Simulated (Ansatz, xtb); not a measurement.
Relative energy of two isomers of C5H9O2+

Structure X is `C[C+]1OCCCO1`, a singlet and structure Y is `C[C+]1OC[C@H](C)O1`, a singlet. Both are isolated ions in the gas phase, relaxed with B3LYP-D3(BJ)/def2-SVP; the shapes shown needn't be the lowest conformers.

X (Å):

```yaml
atoms:
  - { symbol: C, position_ang: [-2.3519, -0.5841, -2.1699] }
  - { symbol: C, position_ang: [-2.0334, 0.0931, -0.8928] }
  - { symbol: C, position_ang: [-2.3489, 1.9677, 0.5955] }
  - { symbol: C, position_ang: [-0.9299, 1.6926, 1.0463] }
  - { symbol: C, position_ang: [-0.7170, 0.1959, 1.1283] }
  - { symbol: O, position_ang: [-2.6430, 1.1852, -0.6197] }
  - { symbol: O, position_ang: [-1.1496, -0.4357, -0.1326] }
  - { symbol: H, position_ang: [-3.3830, -0.3595, -2.4714] }
  - { symbol: H, position_ang: [-2.1778, -1.6640, -2.0803] }
  - { symbol: H, position_ang: [-1.6714, -0.1875, -2.9448] }
  - { symbol: H, position_ang: [-2.5262, 3.0069, 0.2961] }
  - { symbol: H, position_ang: [-3.1078, 1.6664, 1.3320] }
  - { symbol: H, position_ang: [-0.7588, 2.1472, 2.0340] }
  - { symbol: H, position_ang: [-0.2086, 2.1471, 0.3485] }
  - { symbol: H, position_ang: [-1.3088, -0.2873, 1.9191] }
  - { symbol: H, position_ang: [0.3337, -0.0984, 1.2302] }
```

Y (Å):

| atom | x (Å) | y (Å) | z (Å) |
| --- | --- | --- | --- |
| C | -2.6736 | -1.6740 | 0.2787 |
| C | -2.0090 | -0.3689 | 0.4317 |
| C | -1.6267 | 1.7356 | 1.1390 |
| C | -0.4525 | 1.2817 | 0.2454 |
| C | -0.1996 | 2.0984 | -0.9959 |
| O | -2.5004 | 0.5566 | 1.1739 |
| O | -0.9008 | -0.0932 | -0.1407 |
| H | -3.7603 | -1.5605 | 0.3867 |
| H | -2.3133 | -2.3342 | 1.0889 |
| H | -2.4013 | -2.1273 | -0.6832 |
| H | -2.2179 | 2.5569 | 0.7125 |
| H | -1.3488 | 1.9639 | 2.1750 |
| H | 0.4681 | 1.1129 | 0.8207 |
| H | -1.1166 | 2.2161 | -1.5929 |
| H | 0.1536 | 3.0979 | -0.6968 |
| H | 0.5816 | 1.6349 | -1.6142 |

Quicker runs give these differences E(Y) − E(X): GFN2-xTB +0.052 eV; HF/STO-3G −0.118 eV (at GFN2-xTB geometries); r2SCAN-D4/def2-SVP −0.007 eV (at GFN2-xTB geometries).

Problem. Estimate which is lower in electronic energy at CCSD(T)/def2-SVP + ΔMP2/def2-TZVPP, and by roughly how much.

Solution. Not settled: CCSD(T)/def2-SVP + ΔMP2/def2-TZVPP gives E(Y) − E(X) = −0.078 eV, but this leans on the basis-set step: CCSD(T) alone gives −0.026 eV.

Level by level:

```json
{"level": "GFN2-xTB", "geometry": "GFN2-xTB", "E(Y) − E(X) (eV)": "+0.052", "departure from the last row (eV)": "+0.130", "job, with rough time for the two": "optimisation, 0.12 s"}
{"level": "HF/STO-3G", "geometry": "GFN2-xTB", "E(Y) − E(X) (eV)": "−0.118", "departure from the last row (eV)": "−0.040", "job, with rough time for the two": "single point, 0.28 s"}
{"level": "r2SCAN-D4/def2-SVP", "geometry": "GFN2-xTB", "E(Y) − E(X) (eV)": "−0.007", "departure from the last row (eV)": "+0.072", "job, with rough time for the two": "single point, 3.1 s"}
{"level": "B3LYP-D3(BJ)/def2-SVP", "geometry": "B3LYP-D3(BJ)/def2-SVP", "E(Y) − E(X) (eV)": "+0.021", "departure from the last row (eV)": "+0.099", "job, with rough time for the two": "optimisation, 48 s"}
{"level": "HF/def2-SVP", "geometry": "B3LYP-D3(BJ)/def2-SVP", "E(Y) − E(X) (eV)": "+0.022", "departure from the last row (eV)": "+0.100", "job, with rough time for the two": "part of the CCSD(T) run"}
{"level": "MP2/def2-SVP", "geometry": "B3LYP-D3(BJ)/def2-SVP", "E(Y) − E(X) (eV)": "−0.025", "departure from the last row (eV)": "+0.054", "job, with rough time for the two": "part of the CCSD(T) run"}
{"level": "CCSD(T)/def2-SVP", "geometry": "B3LYP-D3(BJ)/def2-SVP", "E(Y) − E(X) (eV)": "−0.026", "departure from the last row (eV)": "+0.052", "job, with rough time for the two": "single point"}
{"level": "CCSD(T)/def2-SVP + ΔMP2/def2-TZVPP", "geometry": "B3LYP-D3(BJ)/def2-SVP", "E(Y) − E(X) (eV)": "−0.078", "departure from the last row (eV)": "", "job, with rough time for the two": "single point, 66 s"}
```

As drawn, both hold the same kinds of bond in the same numbers. Structure X has 1 methyl group, Y 2. Structure X has a 6-membered ring, Y a 5-membered ring.

GFN2-xTB, HF/def2-SVP put the two in the other order. r2SCAN-D4/def2-SVP, B3LYP-D3(BJ)/def2-SVP find them nearly level. The largest departure from CCSD(T)/def2-SVP + ΔMP2/def2-TZVPP is that of GFN2-xTB, 0.130 eV. The last row adds to CCSD(T) the change of the MP2 difference between the two basis sets, here −0.052 eV.

With thermal terms from frequencies at re-optimised GFN2-xTB minima (ideal gas, soft modes damped towards free rotors, one conformer each, 298.15 K, 1 atm): the zero-point term adds −0.026 eV; ΔH is −0.091 and ΔG −0.121 eV.

The correlated steps freeze 7 core orbitals. Mirror images aren't counted in ΔG. Programs: Ansatz 0.2.0, xtb 6.7.1; the last row on 4 threads of Arm Neoverse V2 on a shared host.
